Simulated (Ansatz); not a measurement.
```csv
atom,x (Å),y (Å),z (Å)
Ni,0.0000,0.0000,0.0000
Ni,0.0000,0.0000,3.2310
```

Basis set: pcseg-2 (spherical functions). Charge 0, multiplicity 3.

Computed with Ansatz (development build ahead of 0.2.0); each method stands on the lowest determinant of its kind that the runs found.

Q: Give the atomization energy at this shape (free ground-state atoms in the same class of orbitals less the molecule, no zero-point energy) of triplet Ni2 by PBE (unrestricted), PBE0 (unrestricted).

A:

```json
{"method": "PBE (unrestricted)", "atomization energy": "1.00 eV"}
{"method": "PBE0 (unrestricted)", "atomization energy": "0.66 eV"}
```

Caution: the shape is not the minimum.
